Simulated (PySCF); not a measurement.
HO₂, SMILES [O]O, multiplicity 2.

Geometry: B3LYP-D3(BJ)/def2-TZVPD. The isomer is the one that the SMILES or the coordinates give; other isomers of the formula were not compared.

Level of theory: TDA-LC-ωPBE/def2-TZVPD (PySCF).

Vertical excitations. Gas-phase values at a fixed geometry.

| state | energy (eV) | λ (nm) | f | main pairs |
|---|---|---|---|---|
| root 1 | 1.20 | 1030 | 0.000 | β HOMO→LUMO 98 % |
| root 2 | 6.50 | 191 | 0.072 | β HOMO−1→LUMO 89 % |
| root 3 | 6.74 | 184 | 0.000 | α HOMO→LUMO+7 19 %, α HOMO→LUMO 15 %, β HOMO→LUMO+1 33 %, β HOMO→LUMO+8 20 % |
| root 4 | 6.82 | 182 | 0.001 | β HOMO−2→LUMO 95 % |
| root 5 | 7.33 | 169 | 0.002 | α HOMO→LUMO+7 12 %, α HOMO→LUMO+1 6 %, β HOMO→LUMO+1 42 %, β HOMO→LUMO+2 21 % |
| root 6 | 7.34 | 169 | 0.002 | α HOMO−1→LUMO 71 %, α HOMO−1→LUMO+7 20 % |
| root 7 | 7.64 | 162 | 0.005 | α HOMO→LUMO 60 %, α HOMO→LUMO+1 9 %, β HOMO→LUMO+8 8 %, β HOMO→LUMO+2 7 % |
| root 8 | 8.07 | 154 | 0.000 | α HOMO−1→LUMO+1 44 %, α HOMO−1→LUMO+7 32 %, α HOMO−1→LUMO 8 % |
| root 9 | 8.24 | 151 | 0.016 | α HOMO→LUMO+1 34 %, α HOMO→LUMO+7 18 %, β HOMO→LUMO+2 29 %, β HOMO→LUMO+8 9 % |
| root 10 | 9.27 | 134 | 0.004 | β HOMO−3→LUMO 81 %, β HOMO→LUMO+4 12 % |
Unrestricted roots are not spin-pure.
